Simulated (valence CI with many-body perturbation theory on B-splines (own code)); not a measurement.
E1 line list for Ti II

Computed by relativistic CI+MBPT: three valence electrons over a frozen Dirac-Fock core [Ar], a basis of 9 s, 9 p, 10 d, 8 f, 5 g, 3 h, 1 i functions for each j, with the one-electron correlation potential Σ1, the two-electron term Σ2, the three-electron term Σ3, Breit, model QED; selected CI, second order for the rest (own B-spline code, finite nucleus).

Against 52 measured levels this calculation errs by 273 cm⁻¹ on average and by 1006 at most. These come from a selection out of the NIST Handbook of Basic Atomic Spectroscopic Data. Levels without a partner in it may be off by more, other configurations by 1,000 to 4,000 cm⁻¹.

Lines 101 to 150 of 240 in falling wavelength, among levels below 41320 cm⁻¹, chosen from the strongest by gf and those to the six lowest levels. Wavelengths and rates use the calculated energies, so an error of 300 cm⁻¹ moves a line at 3354 Å by 1 % and its rate by three times that or more. Electric multipoles are in the length gauge, E1 and E2 with the static RPA response of the core. Weak lines are less certain than strong ones. Lines between different terms over intervals too small for the method are left out, as are lines whose strength nearly cancels. Where a level lies close to another of its J and parity, the split of strength between their lines is uncertain. The highest levels of a list are the least certain.

Names give the largest LS component (configuration and term), which can be under half, so a name can repeat, a term be missing and a line seem to break the LS rules; names also repeat where a configuration has a term twice. Letters in brackets count levels of one name in rising energy.

| λ vac (Å) | λ from measured levels | Upper | Lower | A (s⁻¹) | S (a.u.) with core polarisation | S without |
| --- | --- | --- | --- | --- | --- | --- |
| 3355 |  | 3d²4p ²D°_5/2 [b] | 3d³ ⁴P_3/2 | 2.78e+06 | 3.11e-01 | 3.40e-01 |
| 3354 | 3309 | 3d²4p ²F°_5/2 [a] | 3d³ ⁴F_5/2 | 2.68e+05 | 3.00e-02 | 3.25e-02 |
| 3352 |  | 3d²4p ²P°_1/2 | 3d³ ²P_1/2 | 1.41e+07 | 5.25e-01 | 5.66e-01 |
| 3346 | 3300 | 3d²4p ²F°_5/2 [a] | 3d³ ⁴F_3/2 | 2.71e+05 | 3.01e-02 | 3.25e-02 |
| 3343 |  | 3d²4p ²F°_5/2 [b] | 3d³ ²P_3/2 | 4.84e+06 | 5.36e-01 | 5.83e-01 |
| 3338 |  | 3d²4p ²P°_3/2 | 3d³ ⁴P_3/2 | 7.23e+06 | 5.31e-01 | 5.73e-01 |
| 3330 |  | 3d²4p ²P°_1/2 | 3d³ ⁴P_3/2 | 1.13e+07 | 4.10e-01 | 4.45e-01 |
| 3328 |  | 3d²4p ⁴S°_3/2 | 3d³ ²P_3/2 | 1.23e+07 | 8.95e-01 | 9.65e-01 |
| 3328 |  | 3d²4p ⁴D°_1/2 [b] | 3d²4s ⁴P_3/2 | 2.96e+07 | 1.08e+00 | 1.17e+00 |
| 3328 |  | 3d²4p ⁴D°_3/2 [b] | 3d²4s ⁴P_5/2 | 9.20e+06 | 6.69e-01 | 7.28e-01 |
| 3323 | 3278 | 3d²4p ²F°_7/2 [a] | 3d³ ⁴F_5/2 | 2.66e+05 | 3.85e-02 | 4.16e-02 |
| 3322 |  | 3d²4p ⁴D°_1/2 [b] | 3d²4s ⁴P_1/2 | 1.43e+08 | 5.16e+00 | 5.62e+00 |
| 3318 |  | 3d²4p ⁴D°_3/2 [b] | 3d²4s ⁴P_3/2 | 9.31e+07 | 6.71e+00 | 7.30e+00 |
| 3313 |  | 3d²4p ⁴S°_3/2 | 3d³ ²P_1/2 | 3.50e+06 | 2.51e-01 | 2.71e-01 |
| 3311 |  | 3d²4p ⁴D°_3/2 [b] | 3d²4s ⁴P_1/2 | 7.02e+07 | 5.03e+00 | 5.48e+00 |
| 3311 |  | 3d²4p ⁴D°_5/2 [b] | 3d²4s ⁴P_5/2 | 5.41e+07 | 5.82e+00 | 6.33e+00 |
| 3309 |  | 3d²4p ⁴S°_3/2 | 3d³ ⁴P_5/2 | 2.68e+07 | 1.92e+00 | 2.06e+00 |
| 3306 |  | 3d²4p ²F°_5/2 [b] | 3d³ ⁴P_3/2 | 2.74e+06 | 2.93e-01 | 3.19e-01 |
| 3301 |  | 3d²4p ⁴D°_5/2 [b] | 3d²4s ⁴P_3/2 | 1.20e+08 | 1.27e+01 | 1.38e+01 |
| 3300 |  | 3d²4p ²D°_3/2 [b] | 3d²4s ²D_5/2 | 8.08e+07 | 5.74e+00 | 6.23e+00 |
| 3297 | 3255 | 3d²4p ⁴F°_7/2 | 3d²4s ⁴F_9/2 | 2.08e+07 | 2.94e+00 | 3.19e+00 |
| 3296 | 3254 | 3d²4p ⁴F°_5/2 | 3d²4s ⁴F_7/2 | 3.66e+07 | 3.88e+00 | 4.22e+00 |
| 3294 | 3253 | 3d²4p ⁴F°_3/2 | 3d²4s ⁴F_5/2 | 4.10e+07 | 2.89e+00 | 3.14e+00 |
| 3294 | 3250 | 3d²4p ²D°_3/2 [a] | 3d³ ⁴F_5/2 | 2.56e+06 | 1.81e-01 | 1.95e-01 |
| 3292 |  | 3d²4p ⁴S°_3/2 | 3d³ ⁴P_3/2 | 9.76e+06 | 6.88e-01 | 7.39e-01 |
| 3290 |  | 3d²4p ²D°_5/2 [b] | 3d³ ²G_7/2 | 6.38e+06 | 6.73e-01 | 7.26e-01 |
| 3289 |  | 3d²4p ⁴S°_3/2 | 3d³ ⁴P_1/2 | 6.16e+06 | 4.32e-01 | 4.66e-01 |
| 3288 |  | 3d²4p ⁴D°_7/2 [b] | 3d²4s ⁴P_5/2 | 1.75e+08 | 2.46e+01 | 2.68e+01 |
| 3286 | 3242 | 3d²4p ²D°_3/2 [a] | 3d³ ⁴F_3/2 | 3.12e+05 | 2.18e-02 | 2.35e-02 |
| 3284 | 3243 | 3d²4p ⁴F°_3/2 | 3d²4s ⁴F_3/2 | 1.43e+08 | 1.00e+01 | 1.09e+01 |
| 3281 | 3240 | 3d²4p ⁴F°_5/2 | 3d²4s ⁴F_5/2 | 1.21e+08 | 1.26e+01 | 1.37e+01 |
| 3279 | 3238 | 3d²4p ⁴F°_7/2 | 3d²4s ⁴F_7/2 | 1.36e+08 | 1.89e+01 | 2.06e+01 |
| 3277 | 3235 | 3d²4p ⁴F°_9/2 | 3d²4s ⁴F_9/2 | 1.70e+08 | 2.96e+01 | 3.21e+01 |
| 3276 |  | 3d²4p ²D°_5/2 [b] | 3d²4s ²D_5/2 | 4.05e+07 | 4.22e+00 | 4.56e+00 |
| 3276 | 3232 | 3d²4p ²D°_5/2 [a] | 3d³ ⁴F_7/2 | 3.35e+06 | 3.49e-01 | 3.77e-01 |
| 3271 | 3230 | 3d²4p ⁴F°_5/2 | 3d²4s ⁴F_3/2 | 2.99e+07 | 3.10e+00 | 3.36e+00 |
| 3271 |  | 3d²4p ²D°_5/2 [b] | 3d²4s ²D_3/2 | 5.25e+06 | 5.44e-01 | 5.94e-01 |
| 3268 | 3228 | 3d²4p ²F°_5/2 [a] | 3d²4s ⁴F_7/2 | 1.59e+06 | 1.64e-01 | 1.78e-01 |
| 3265 | 3224 | 3d²4p ⁴F°_7/2 | 3d²4s ⁴F_5/2 | 3.18e+07 | 4.36e+00 | 4.73e+00 |
| 3265 | 3221 | 3d²4p ²D°_5/2 [a] | 3d³ ⁴F_5/2 | 7.58e+03 | 7.81e-04 | 8.65e-04 |
| 3260 |  | 3d²4p ²P°_3/2 | 3d²4s ²D_5/2 | 1.14e+08 | 7.79e+00 | 8.47e+00 |
| 3259 | 3218 | 3d²4p ⁴F°_9/2 | 3d²4s ⁴F_7/2 | 2.05e+07 | 3.51e+00 | 3.81e+00 |
| 3257 | 3214 | 3d²4p ²D°_5/2 [a] | 3d³ ⁴F_3/2 | 2.15e+04 | 2.20e-03 | 2.37e-03 |
| 3256 | 3216 | 3d²4p ²F°_7/2 [a] | 3d²4s ⁴F_9/2 | 3.04e+06 | 4.15e-01 | 4.50e-01 |
| 3255 |  | 3d²4p ²P°_3/2 | 3d²4s ²D_3/2 | 5.54e+07 | 3.77e+00 | 4.08e+00 |
| 3254 | 3214 | 3d²4p ²F°_5/2 [a] | 3d²4s ⁴F_5/2 | 6.76e+05 | 6.90e-02 | 7.52e-02 |
| 3247 |  | 3d²4p ²P°_1/2 | 3d²4s ²D_3/2 | 2.02e+08 | 6.82e+00 | 7.41e+00 |
| 3244 | 3204 | 3d²4p ²F°_5/2 [a] | 3d²4s ⁴F_3/2 | 1.46e+06 | 1.48e-01 | 1.60e-01 |
| 3243 |  | 3d²4p ²F°_5/2 [b] | 3d³ ²G_7/2 | 6.74e+07 | 6.80e+00 | 7.34e+00 |
| 3240 |  | 3d²4p ²F°_7/2 [b] | 3d³ ²G_9/2 | 6.81e+07 | 9.15e+00 | 9.85e+00 |
